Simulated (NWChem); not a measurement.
BCl cation, doublet; SMILES of the neutral closed-shell parent BCl

Results from NWChem. Pople sets run with spherical d functions. Spin-unrestricted. The spin multiplicity was typed, not searched, and may not be the lowest. No stability test was run on the SCF state. B3LYP is NWChem's, with the RPA form of VWN correlation. Each level has its own optimisation; frequencies are unscaled.

```json
[
 {"level": "B3LYP/def2-TZVP", "r B–Cl (Å)": "1.600", "highest harmonic frequency (cm⁻¹)": "1133", "zero-point energy (kcal/mol)": "1.6"},
 {"level": "B3LYP/6-31G*", "r B–Cl (Å)": "1.608", "highest harmonic frequency (cm⁻¹)": "1139", "zero-point energy (kcal/mol)": "1.6"},
 {"level": "BP86/def2-TZVP", "r B–Cl (Å)": "1.610", "highest harmonic frequency (cm⁻¹)": "1108", "zero-point energy (kcal/mol)": "1.6"},
 {"level": "UHF/6-31G*", "r B–Cl (Å)": "1.596", "highest harmonic frequency (cm⁻¹)": "(withheld)", "zero-point energy (kcal/mol)": "1.7"},
 {"level": "PBE0/def2-SVP", "r B–Cl (Å)": "1.604", "highest harmonic frequency (cm⁻¹)": "1162", "zero-point energy (kcal/mol)": "1.7"}
]
```

Fill in the missing entries.


- UHF/6-31G*, highest harmonic frequency (cm⁻¹): 1194
